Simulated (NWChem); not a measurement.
System: C3HClF2; SMILES FC(F)=C=CCl

Here is an NWChem input.

```
start job
memory heap 200 mb stack 900 mb global 1100 mb
geometry units angstroms noautosym nocenter noautoz
  F      0.195624    -2.166641     1.088337
  C     -0.020973    -1.437428     0.000000
  F      0.195624    -2.166641    -1.088337
  C     -0.411053    -0.180048     0.000000
  C     -0.787009     1.079270     0.000000
  Cl     0.320952     2.434306     0.000000
  H     -1.841447     1.406061     0.000000
end
basis spherical
  * library def2-svp
end
dft
  xc b3lyp
  iterations 150
end
cosmo
  do_cosmo_smd true
  solvent octanol
end
task dft energy
```

Parts of the log:

```
             Northwest Computational Chemistry Package (NWChem) 7.3.0
             --------------------------------------------------------

                             Geometry "geometry" -> ""
                             -------------------------

 Output coordinates in angstroms (scale by  1.889725989 to convert to a.u.)

  No.       Tag          Charge          X              Y              Z
 ---- ---------------- ---------- -------------- -------------- --------------
    1 F                    9.0000     0.19562400    -2.16664100     1.08833700
    2 C                    6.0000    -0.02097300    -1.43742800     0.00000000
    3 F                    9.0000     0.19562400    -2.16664100    -1.08833700
    4 C                    6.0000    -0.41105300    -0.18004800     0.00000000
    5 C                    6.0000    -0.78700900     1.07927000     0.00000000
    6 Cl                  17.0000     0.32095200     2.43430600     0.00000000
    7 H                    1.0000    -1.84144700     1.40606100     0.00000000

 Effective nuclear repulsion energy (a.u.)     249.5001024568

                                 NWChem DFT Module
                                 -----------------

 Summary of "ao basis" -> "ao basis" (spherical)
 ------------------------------------------------------------------------------
       Tag                 Description            Shells   Functions and Types
 ---------------- ------------------------------  ------  ---------------------
 F                          def2-svp                 6       14   3s2p1d
 C                          def2-svp                 6       14   3s2p1d
 Cl                         def2-svp                 8       18   4s3p1d
 H                          def2-svp                 3        5   2s1p

 in cosmo_initialize ...
 calling solv_data for solv:octanol

 solvent parameters
 solvname_short: octanol
 solvname_long:  1-octanol
 dielec:        9.8629
 dielecinf:     2.0435
 nonaqueous SMD model solvent descriptors
 dielec:        9.8629
 sola:          0.3700
 solb:          0.4800
 solc:          0.0000
 solg:         39.0100
 solh:          0.0000
 soln:          1.4295

          ---------------
          -cosmo- solvent
          ---------------
 Cosmo: York-Karplus, doi: 10.1021/jp992097l
 dielectric constant -eps-     =   9.86
 screen = (eps-1)/(eps    )    =   0.89861
 surface charge correction     = lagrangian

   van der Waals surface
 --------------------------

[...]

                                COSMO-SMD solvation results
                                ---------------------------

             internal energy in gas <Psi(g)|H|Psi(g)> =      -774.347004236263
         internal energy in solvent <Psi(s)|H|Psi(s)> =      -774.346576658062
                               delta internal energy  =         0.000427578201 (    0.27 kcal/mol)
   total free energy in solvent <Psi(s)|H+V/2|Psi(s)> =      -774.350194072406
 polarization energy contribution <Psi(s)|V/2|Psi(s)> =        -0.003617414344 (   -2.27 kcal/mol)
    total free energy in solvent including G(SMD-CDS) =      -774.348511867273
                       G(SMD-CDS) energy contribution =         0.001682205132 (    1.06 kcal/mol)
     1 M fixed-concentration free energy of solvation =        -0.001507631010 (   -0.95 kcal/mol)

                       DFT Final Molecular Orbital Analysis
                       ------------------------------------

 Vector   25  Occ=2.000000D+00  E=-3.211201D-01
              MO Center=  1.9D-01,  2.3D+00, -8.9D-11, r^2= 1.5D+00
   Bfn.  Coefficient  Atom+Function         Bfn.  Coefficient  Atom+Function
  ----- ------------  ---------------      ----- ------------  ---------------
    81      0.508513  6 Cl px                78      0.389565  6 Cl px
    82     -0.380145  6 Cl py                79     -0.273307  6 Cl py
    75      0.224060  6 Cl px                76     -0.158351  6 Cl py
    89      0.151284  7 H  s                 60     -0.111250  5 C  px
    44     -0.092630  4 C  s                 47     -0.078563  4 C  py

 Vector   26  Occ=2.000000D+00  E=-2.830782D-01
              MO Center= -1.7D-01,  1.0D+00,  1.8D-10, r^2= 3.0D+00
   Bfn.  Coefficient  Atom+Function         Bfn.  Coefficient  Atom+Function
  ----- ------------  ---------------      ----- ------------  ---------------
    83      0.455951  6 Cl pz                48     -0.382691  4 C  pz
    80      0.321832  6 Cl pz                62     -0.287133  5 C  pz
    51     -0.245688  4 C  pz                77      0.185432  6 Cl pz
    65     -0.158245  5 C  pz                 5     -0.101439  1 F  py
    33      0.101439  3 F  py                 8      0.071179  1 F  py

 Vector   27  Occ=2.000000D+00  E=-2.744858D-01
              MO Center= -2.1D-01, -6.2D-01,  4.7D-10, r^2= 2.6D+00
   Bfn.  Coefficient  Atom+Function         Bfn.  Coefficient  Atom+Function
  ----- ------------  ---------------      ----- ------------  ---------------
    46      0.403249  4 C  px                18      0.361988  2 C  px
    49      0.286477  4 C  px                 4      0.217675  1 F  px
    32      0.217675  3 F  px                82      0.169113  6 Cl py
     7     -0.165174  1 F  px                35     -0.165174  3 F  px
    50      0.154768  4 C  py                79      0.136475  6 Cl py

 Vector   28  Occ=0.000000D+00  E=-4.298513D-02
              MO Center= -4.7D-01,  3.2D-01,  1.8D-10, r^2= 2.7D+00
   Bfn.  Coefficient  Atom+Function         Bfn.  Coefficient  Atom+Function
  ----- ------------  ---------------      ----- ------------  ---------------
    65      0.553599  5 C  pz                62      0.463280  5 C  pz
    51     -0.444407  4 C  pz                48     -0.382818  4 C  pz
    83     -0.240730  6 Cl pz                20     -0.204233  2 C  pz
    23     -0.173507  2 C  pz                 5     -0.138191  1 F  py
    33      0.138191  3 F  py                 3      0.124184  1 F  s

[...]
```

Level: B3LYP/def2-SVP, SMD on the gas-phase geometry. Geometry: optimised at PBE-D3(BJ)/def2-SVP. Solvent: 1-octanol.
